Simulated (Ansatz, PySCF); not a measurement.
Gas-phase reaction in SMILES: O=BF [fluoro(oxo)borane] -> O=BF as triplet, charge 0
Geometries: B3LYP-D3(BJ)/def2-TZVP minima from Ansatz (an electronic-structure program). A spin state is the lowest found, not a proven ground state.
Geometry of the first species:
```
B
O 1 1.2071
F 1 1.2860 2 180.00
```

Quantity: adiabatic triplet-singlet gap (0 K, with B3LYP-D3(BJ) harmonic zero-point energies from PySCF), in kcal/mol. Cores are frozen in the correlated levels unless marked. Open shells are spin-unrestricted. Spin-orbit coupling is left out. Non-relativistic. CBS(X,Y): correlation extrapolated as X^-3; Hartree-Fock from the larger set.

```json
[
 {"level": "r2SCAN/def2-TZVPD", "program": "Ansatz", "adiabatic triplet-singlet gap (kcal/mol)": "91.0"},
 {"level": "r2SCAN-D3(BJ)/def2-TZVPD", "program": "Ansatz + dftd3", "adiabatic triplet-singlet gap (kcal/mol)": "91.0"}
]
```

Question: Predict the CCSD(T)/CBS(cc-pVTZ,cc-pVQZ) result (Ansatz).

Answer: 101.4 kcal/mol
